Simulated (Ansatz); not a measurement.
One change: `CO[Si](N)(O)O` becomes `CO[Si](N)(O)[SiH3]`.

Ansatz, PBE0-D4/def2-TZVP geometries, multiplicity 1. Each molecule was computed in one conformer, which needn't be the lowest.

```
                             property  `CO[Si](N)(O)O`
   LUMO energy (PBE0/def2-TZVPP) / eV             0.67
  HOMO–LUMO gap (PBE/def2-TZVPP) / eV             5.79
    LUMO energy (PBE/def2-TZVPP) / eV            -0.20
    HOMO energy (PBE/def2-TZVPP) / eV            -5.99
   HOMO energy (PBE0/def2-TZVPP) / eV            -7.51
HOMO energy (ωB97M-V/def2-TZVPP) / eV            -9.93
```

Task: Give the same properties after the change, and the shifts. (Estimate.)

Result: Computed: 
```tsv
property	`CO[Si](N)(O)[SiH3]`	shift
LUMO energy (PBE0/def2-TZVPP) / eV	0.45	-0.22
HOMO–LUMO gap (PBE/def2-TZVPP) / eV	5.58	-0.21
LUMO energy (PBE/def2-TZVPP) / eV	-0.40	-0.20
HOMO energy (PBE/def2-TZVPP) / eV	-5.97	0.02
HOMO energy (PBE0/def2-TZVPP) / eV	-7.26	0.25
HOMO energy (ωB97M-V/def2-TZVPP) / eV	-9.43	0.50
```

With PBE0 the HOMO rises by 0.25 eV and the LUMO falls by 0.22 eV, so the gap narrows by about 0.47 eV. PBE moves the HOMO by 0.02 eV and ωB97M-V by 0.50 eV.
